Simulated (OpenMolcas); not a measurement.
Nb4+ with 6 ligands (bromide) in trigonal prismatic coordination (D3h) at 2.42 Å, a polar angle of 55.5° against the regular 49.1°. A charge of +0.333 e stands 2.4 Å behind each ligand. Ligand basis ANO-RCC-VDZP.

```
Program             : OpenMolcas
Method              : SS-CASPT2, IPEA 0.25 Eh, imaginary shift 0.1 Eh (closed shells correlated: 4s 4p and the ligand valence shells)
Basis               : ANO-RCC-VTZP [7s6p4d2f1g]
Scalar Hamiltonian  : DKH2, point nucleus
Active space        : 1 electron in 5 orbitals (4d)
State averaging     : 2S+1 = 2 even, 5 roots
Spin-orbit coupling : RASSI with atomic mean-field integrals over the reference wave functions
```

(1) What is the spin-free ground state?

(2) Where is the first state of the same spin?

(3) What are the lowest two levels with spin-orbit coupling?

(4) What is χT at 300 K, and how does it compare with the textbook value?

Answers

(1) A state of multiplicity 2, 1-fold in its orbital part; it has the highest spin that d1 allows.

(2) 2E at 7880 cm-1 above the ground state.

(3) A 2-fold level with g = 1.94, 1.94, 2.00, then a 2-fold level 7580 cm-1 above it. Their leading multiplicities are 2 (100 %) and 2 (100 %).

(4) The lowest level has 2S+1 = 2, for which the spin-only value is χT = S(S+1) / 2 = 0.375 cm3 K/mol (g = 2). The computed 0.365 at 300 K differs by -0.010, through orbital momentum, spin-orbit coupling and any other state in reach.

Over all roots computed the reference weight is 0.66; a low but even weight reflects the number of correlated electrons. The least metal-like active orbital is 66 % on the metal (Löwdin) and no ligand orbital is active, so the numbers are rough. Ligand-to-metal charge-transfer states are missing. The distance lies 7 % under the 2.59 Å that this model takes as the normal distance (a Shannon-type radius plus a fixed donor radius); by an R⁻⁵ law this alone changes a d-shell field by about +40 %. No measured value stands beside these numbers; the geometry is a model, was not optimised and need not be the one that this ion takes.
